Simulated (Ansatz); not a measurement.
C$_{4}$H$_{2}$Cl$_{2}$Zr, SMILES `C#[C][Zr]([Cl])([Cl])[C]#C` at its PBE0-D4/def2-TZVP geometry, where that method's forces vanish. Total charge 0; spin multiplicity 1. Zr: def2 effective core potential.

```xyz
9

C     1.5652   -2.4322    0.0640
C     1.2158   -1.2717    0.1631
Zr    0.5668    0.7792    0.3235
Cl    0.7119    1.4533    2.5417
Cl    1.8753    2.1025   -1.0667
C    -1.4894    0.8963   -0.3179
C    -2.6486    0.9428   -0.6822
H     1.8692   -3.4519   -0.0232
H    -3.6664    0.9815   -1.0023
```

Q: What forces (eV/Å) does PBE-D4/def2-TZVPP give on these atoms in Ansatz? (Best estimate.)

A: Computed: 
```
C1   0.269 -0.899 -0.075
C2  -0.307  1.018  0.085
Zr3 -0.061 -0.084 -0.034
Cl4  0.010  0.057  0.201
Cl5  0.116  0.117 -0.129
C6   1.017 -0.043  0.319
C7  -0.898  0.036 -0.282
H8   0.064 -0.210 -0.018
H9  -0.210  0.008 -0.066
```
